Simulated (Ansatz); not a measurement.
Reaction (ligand exchange at the Si–C bond): `FC[SiH2]CS` + H–F → `F[SiH2]CS` + `CF`

Gas-phase electronic energies from Ansatz, PBE0-D4/def2-TZVP geometries. CCSD(T)/CBS is the MP2 limit (def2-TZVPP, def2-QZVPP) plus CCSD(T) − MP2 in def2-TZVPP, frozen cores. This one scheme is used for every species. DFT in def2-TZVPP. B3LYP here is the variant with VWN-RPA as its local correlation; programs differ in this. One conformer a species, not always the lowest.

Question: Is it downhill or uphill in electronic energy at CCSD(T)/CBS, and by how much? (An estimate is asked.)

Answer: The calculation gave: Downhill: ΔE = -1.57 eV.

Question: What do these levels give: r2SCAN-D4, B3LYP-D4, B2PLYP, PBE, B3LYP, CCSD/CBS(def2)? (Estimate.)

Answer: The calculation gave: r2SCAN-D4 -1.61, B3LYP-D4 -1.60, B2PLYP -1.67, PBE -1.50, B3LYP -1.69, CCSD/CBS(def2) -1.61 eV.

Largest T1 diagnostic among the species: 0.011.

The D4 term adds +0.09 eV with B3LYP and +0.05 eV with PBE0; it sums over pairs of atoms, weighted by their polarisabilities, and B3LYP, whose exchange is more repulsive, gets the larger term. From PBE to PBE0 (25 % exact exchange), in def2-TZVPP and without D4, ΔE moves by −0.04 eV. In def2-TZVPP, CCSD(T) changes the Hartree–Fock value by +0.31 eV (the triples alone add +0.04 eV) and MP2 by +0.29 eV.
